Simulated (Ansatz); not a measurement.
Mulliken charges of C2H3ClFI (`CC(F)(Cl)I`) from ωB97M-V/def2-TZVPP in Ansatz (PBE0-D4/def2-TZVP geometry).

```csv
atom,x (Å),y (Å),z (Å),charge (e)
C1,-0.277,-0.398,0.693,-0.291
C2,0.344,0.222,-0.526,0.117
F3,1.671,0.379,-0.341,-0.148
Cl4,0.109,-0.798,-1.952,-0.049
I5,-0.492,2.192,-0.895,-0.016
H6,-0.097,0.244,1.556,0.129
H7,-1.349,-0.523,0.551,0.132
H8,0.184,-1.374,0.860,0.127
```

Task: By hand: the dipole of these point charges (1 e Å = 4.8032 D).

Result: Σ q r = (-0.291, -0.122, 0.280) e Å, of length 0.422 e Å = 2.03 D.

Task: How does the dipole of the full density compare? (An estimate is asked.)

Result: The calculation gave: (-0.197, -0.140, 0.293) e Å, 1.82 D; the point charges give 1.12 times that, at 12° from its direction.

Point charges leave out the atoms' own dipoles, such as those of lone pairs, and Mulliken's split depends on the basis, so the close match here is no proof of good charges.
